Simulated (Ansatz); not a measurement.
Reactions of `C=C(Cl)I`.

Calculated with Ansatz (gas phase, PBE0-D4/def2-TZVP geometries, no zero-point term in ΔE). CCSD(T)/CBS adds triple-zeta CCSD(T) − MP2 to the extrapolated MP2 energy (def2 sets, frozen cores). This one scheme is used for every species, atoms too. DFT in def2-TZVPP. No spin–orbit coupling; open shells (•) take unrestricted orbitals. Spin–orbit coupling would lower the free atoms: a little for C, Cl; strongly for I. Elements past krypton have def2 core potentials. For I outer-core shells are correlated without core-valence functions, so the limit isn't a true one: a few kJ/mol of doubt a bond, and 10 to 20 or more in all where bonds break to atoms. Each species was taken in one conformer, which may not be the lowest.

```csv
reaction,PBE-D4 (eV),HF/CBS(def2) (eV),ωB97M-V (eV),CCSD(T)/CBS(def2) (eV)
`C=C(Cl)I` + H₂S → `C=C(S)Cl` + HI,-0.13,-0.17,-0.14,-0.06
`C=C(Cl)I` + CH₃NH₂ → `C=C(I)NC` + HCl,-0.48,-0.44,-0.48,-0.45
`C=C(Cl)I` + H₂ → `C=CI` + HCl,-0.77,-1.23,-0.90,-0.90
`C=C(Cl)I` → 2 C• + Cl• + 2 H• + I•,22.49,14.78,21.48,21.57
```

Largest T1 diagnostic: 0.011, for `C=C(S)Cl`.
